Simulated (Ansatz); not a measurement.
Cost and result up the ladder for nido-B5H9 (Br for H, site b on B) (B₅H₈Br) (14 atoms). Total charge 0; singlet. Geometry: PBE-D4/def2-SVP.

Cartesian coordinates in Å:
```
B -1.0464 0.3383 0.6506
B 0.7096 0.7289 0.7730
B 0.1545 -0.8736 0.5691
B -0.7342 -0.5923 -0.8620
B 1.0220 -0.2013 -0.7400
Br 0.4411 -2.4886 1.6219
H -1.9959 0.4713 1.3816
H 1.4087 1.2279 1.6190
H -1.3904 -1.3323 -1.5515
H 2.0143 -0.5755 -1.3135
H -0.3825 1.5293 0.6092
H 1.1848 1.1202 -0.4444
H 0.0910 0.1193 -1.6833
H -1.4767 0.5282 -0.6298
```

Ansatz on 4 threads of Intel Xeon on a shared host. Times are rough, and most runs start from the orbitals of an earlier one. PBE0-D4/def2-TZVP serves as the yardstick here, not as an exact answer. Differences are given only for rows in sets of like size (and for xTB, whose basis is part of the method), since another set adds its own error. Binding counts from free atoms at the same level (B doublet, Br doublet, H doublet; other spins of the atoms weren't run), without zero-point energy or a counterpoise term.

B3LYP takes the VWN-RPA correlation. Correlated methods freeze 14 core orbitals; core or outer-core shells of Br are correlated, in sets that lack core-valence functions. The rows differ in basis, and correlated rows in double-zeta sets carry the largest basis error. Another isomer (singlet) lies 0.02 eV lower at PBE-D4/def2-SVP; other spin states weren't run for this one.

Correlated methods converge slowly with the basis, most of all in double-zeta sets.

```tsv
level	functions	wall time	binding energy per atom (eV)	difference from PBE0-D4/def2-TZVP (eV)
HF/STO-3G	51	0.25 s	3.87	–
PBE-D4/def2-SVP	142	1.6 s	3.78	–
PBE0-D4/def2-SVP	142	1.9 s	3.76	–
PBE-D4/def2-TZVP (with forces)	251	3.5 s	3.74	0.03
BHLYP-D4/def2-TZVP	251	3.9 s	3.57	-0.15
B3LYP-D4/def2-TZVP	251	3.9 s	3.63	-0.08
PBE0-D4/def2-TZVP	251	4.2 s	3.71	0.00
MP2/def2-TZVP	251	4.3 s	3.59	-0.13
r2SCAN-D4/def2-TZVP	251	5.5 s	3.72	0.01
CCSD(T)/def2-SVP	142	15 s	3.49	–
```
